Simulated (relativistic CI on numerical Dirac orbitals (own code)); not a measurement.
## Radial parameters of Sc

Calculated at this level of theory: Dirac-Coulomb-Breit CI, KLI orbitals optimised for each configuration, a model potential for QED, valence Slater integrals scaled by 0.85, P86 correlation energy added to each configuration (own radial code, finite nucleus).

Slater integrals F^k, G^k are unscaled and averaged over j, outside the closed core [Ar]; ζ comes from projecting the Hamiltonian with its Breit term on Σ l·s of the shell.

- 3d.4s2: ζ(3d) = 59.325 cm⁻¹; <r>(3d) = 1.873, <r^2>(3d) = 4.874 (bohr units).
- 3d2.4s: F^2(3d,3d) = 38540, F^4(3d,3d) = 23285, ζ(3d) = 35.633, G^2(3d,4s) = 14723 cm⁻¹; <r>(3d) = 2.317, <r^2>(3d) = 7.79, <r>(4s) = 3.912, <r^2>(4s) = 17.64 (bohr units).
- 3d.4s.4p: ζ(3d) = 62.468, G^2(3d,4s) = 12239, F^2(3d,4p) = 12031, G^1(3d,4p) = 7149.4, G^3(3d,4p) = 5140.8, G^1(4s,4p) = 27195, ζ(4p) = 97.596 cm⁻¹; <r>(3d) = 1.786, <r^2>(3d) = 4.323, <r>(4s) = 3.705, <r^2>(4s) = 15.84, <r>(4p) = 5.045, <r^2>(4p) = 29.63 (bohr units).

**Question.** Give the Racah parameters of the d shell in 3d2.4s.

**Answer.** B = F²/49 − 5F⁴/441 = 523 cm⁻¹ and C = 35F⁴/441 = 1848 cm⁻¹; values fitted to spectra at such low charge are typically 15 to 30 % smaller.

In this model ζ of a weakly bound d, f or g electron outside closed shells comes out too small, for d by up to a factor of two or three and at times with the wrong sign; that of an outer p electron is too small as well.

For a near-neutral ion this model can misplace configurations by up to about 10,000 cm⁻¹ (more where the count of f electrons changes) and terms by 10 to 25 % of their spread. Rates follow the energies as ν³ (E1, M1) or ν⁵ (E2), so they and the lifetimes can be off by large factors. The fine structure of a lone outer electron comes out too small, for d and f at times inverted, and misplaced configurations move strength between like terms. 30 of the 36 excited levels that our extract of the measured tables holds in this range could be paired (the sources list more); they are missed by 1412 cm⁻¹ on average and 2501 at most, and levels without a partner can miss by more.

Averages of the first 10 configurations, taken without configuration mixing, which lowers the lowest level and can move excited configurations by several eV; other configurations of the list can lie among them:

| Configuration | Parity | States | Average energy above the lowest level (eV) |
| --- | --- | --- | --- |
| 3d.4s2 | even | 10 | 0.5 |
| 3d2.4s | even | 90 | 2.5 |
| 3d.4s.4p | odd | 120 | 2.5 |
| 4s2.4p | odd | 6 | 3.4 |
| 3d2.4p | odd | 270 | 4.6 |
| 3d3 | even | 120 | 5.9 |
| 3d.4s.4d | even | 200 | 5.1 |
| 3d.4s.4f | odd | 280 | 5.9 |
| 4s2.5p | odd | 6 | 6.9 |
| 3d.4s.5s | even | 40 | 4.4 |
